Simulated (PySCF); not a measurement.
## A run with a changed setting

The sound run of [Ho(H2O)2]3+ (singlet in the valence; each metal's 4f electrons, 10 of them, lie in its core potential, out of spins and levels) uses PySCF 2.14.0, RKS PBE0, Ho lcecp-1-SVP with ECP56, O def2-SVP, H def2-SVP; non-relativistic Hamiltonian with scalar-relativistic core potentials where named; density fitting; no spin-orbit coupling, grid (50, 194), threshold 1e-8 and 55 cycles at the relaxed geometry. This run, with dm0 from free metal ions and neutral atoms, differs:

```python
mol = gto.M(atom='''
Ho    -0.87115    -0.72040    -0.02384
O      0.11679     0.04929     1.77621
H      0.88841     0.67225     1.84521
H     -0.09990    -0.13955     2.72909
O      0.17789     0.10305    -1.77086
H      0.95198    -0.27555    -2.26841
H     -0.03148     0.92718    -2.28740''',
    basis={'Ho': 'lcecp-1-SVP', 'O': 'def2-SVP', 'H': 'def2-SVP'},
    ecp={'Ho': 'lcecp-1-SVP'},
    charge=3, spin=0)
mf = dft.RKS(mol, xc='PBE0')
mf.grids.atom_grid = (15, 26)  # f atoms: unpruned
mf = mf.density_fit()  # fitting sets: Ho AutoAux, O def2-universal-JKFIT, H def2-universal-JKFIT
mf.conv_tol = 1e-08; mf.max_cycle = 55
mf.kernel(dm0)
mf.nuc_grad_method().kernel()
```

Problem. What was changed, and how did it end?

Solution. The integration grid was changed. It converged in 11 cycles, 0.807 eV from the sound run, largest force component 2.16 eV/Å. These settings are unsound on purpose: the numbers aren't the compound's.
```
init E= -179.655133384062
cycle= 1 E= -187.042269162773  delta_E= -7.39  |g|=  3.2  |ddm|= 2.97
cycle= 2 E= -177.188443493976  delta_E= 9.85  |g|= 5.78  |ddm|= 6.79
cycle= 3 E= -188.85471905262  delta_E= -11.7  |g|= 0.652  |ddm|= 6.37
cycle= 4 E= -188.98970190269  delta_E= -0.135  |g|= 0.17  |ddm|= 1.12
cycle= 5 E= -188.99493728977  delta_E= -0.00524  |g|= 0.0415  |ddm|= 0.152
...
cycle= 9 E= -188.995264757791  delta_E= -1.13e-07  |g|= 0.000233  |ddm|= 0.000462
cycle= 10 E= -188.995264769149  delta_E= -1.14e-08  |g|= 3.71e-05  |ddm|= 0.000169
cycle= 11 E= -188.995264769434  delta_E= -2.85e-10  |g|= 2.13e-06  |ddm|= 2.76e-05
Extra cycle  E= -188.995264769435  delta_E= -1.65e-12  |g|= 1.01e-06  |ddm|= 2.9e-06
converged SCF energy = -188.995264769435
```

Run from Python with OMP_NUM_THREADS=2; the lines above give its settings. Where DIIS fails, smearing, a level shift and second-order steps follow.
It took 1.4 s on 2 threads of Arm Neoverse V2, on a shared host.

A frequency check found unstable modes (1, the lowest at -14 cm⁻¹), so the relaxed geometry is a saddle point, or these are noise. An lcecp potential fixes the number of 4f electrons, so in runs with it no electron can move into or out of that shell.
